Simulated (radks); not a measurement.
The numbers below are computed, except where a source is named.
Q: Sm V, 58 electrons, occupied as [Kr] 4d10 4f4 5p6 6p2 (not the ground configuration). Level of theory: scalar-relativistic Kohn-Sham, BLYP, spin-polarised, spherical densities, finite nucleus; open shells are filled with parallel spins first (spin-orbit coupling, left out, can overturn this in heavy ions); Fermi nuclear charge, rms radius 5.0819 fm (a radial shooting solver on a logarithmic mesh with Libxc functionals). Some entries of the table are withheld. Estimate them.

| orbital | occ. | eigenvalue (Ry) | r(max) (bohr) | <r> (bohr) |
|---|---|---|---|---|
| 1s up | 1 | -3435.845 | 0.01449 | 0.02274 |
| 1s down | 1 | -3435.842 | 0.01449 | 0.02274 |
| 2s up | 1 | -565.7541 | 0.08215 | 0.09701 |
| 2s down | 1 | -565.7506 | 0.08215 | 0.09701 |
| 2p up | 3 | -505.2834 | 0.06635 | 0.08547 |
| 2p down | 3 | -505.2795 | 0.06635 | 0.08547 |
| 3s up | 1 | -128.0723 | 0.2337 | 0.2551 |
| 3s down | 1 | -127.9557 | 0.2336 | 0.2549 |
| 3p up | 3 | -109.1667 | 0.2291 | 0.2534 |
| 3p down | 3 | -109.0504 | 0.2290 | 0.2532 |
| 3d up | 5 | -83.53514 | 0.1878 | 0.2311 |
| 3d down | 5 | -83.44477 | 0.1877 | 0.2309 |
| 4s up | 1 | -29.60723 | 0.5386 | 0.5770 |
| 4s down | 1 | -29.32106 | 0.5385 | 0.5770 |
| 4p up | 3 | -23.36271 | 0.5616 | 0.6096 |
| 4p down | 3 | -23.07900 | 0.5615 | 0.6097 |
| 4d up | 5 | -14.58681 | 0.5845 | 0.6612 |
| 4d down | 5 | -14.30723 | 0.5844 | 0.6619 |
| 5s up | 0 | -7.40201 | 1.207 | 1.302 |
| 5s down | 0 | -7.24644 | 1.215 | 1.314 |
| 5p up | 3 | -5.66571 | 1.332 | 1.457 |
| 5p down | 3 | -5.54217 | 1.344 | 1.471 |
| 4f up | 4 | -5.05023 | 0.5906 | 0.8116 |
| 4f down | 0 | -4.78913 | 0.5920 | 0.8230 |
| 5d up | 0 | -3.39260 | (1) | 1.845 |
| 5d down | 0 | -3.30513 | (2) | 1.849 |
| 6p up | 2 | (3) | 2.974 | 3.094 |
| 5f up | 0 | -1.59140 | 2.756 | 3.032 |
| 7p up | 0 | -1.14470 | 5.510 | 5.472 |

A: 
(1) 5d up r(max) (bohr): 1.628
(2) 5d down r(max) (bohr): 1.644
(3) 6p up eigenvalue (Ry): -2.23644
